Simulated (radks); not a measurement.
Spherical quantum dot in the effective-mass picture: electrons in a parabolic well V = omega^2 r^2 / 2 with omega = 3.03, with a point charge +1 (a donor) at the centre, all in effective atomic units (hartree* = m*/eps^2 hartree, bohr* = eps/m* bohr), one dielectric constant everywhere. Method: non-relativistic Kohn-Sham, r2SCAN, spin-polarised, spherical densities, generalised Kohn-Sham scheme; computed with a radial shooting solver with Libxc functionals. Levels are named by radial order and angular momentum (1s, 1p, 1d, 2s, ...), and open shells are averaged over m. Results are scaled to m* = 0.152 and eps = 13.8, for which hartree* = 21.72 meV and bohr* = 4.804 nm. At N = 28 the configuration is 1s2 1p6 1d10 2s2 1f(up 7, down 1). Does electron 29 go into 2p up or 2p down or 1f down?

Answer. Into 1f down. The total energies of the other choices lie higher by 1.56 meV (2p up), 4.19 meV (2p down).
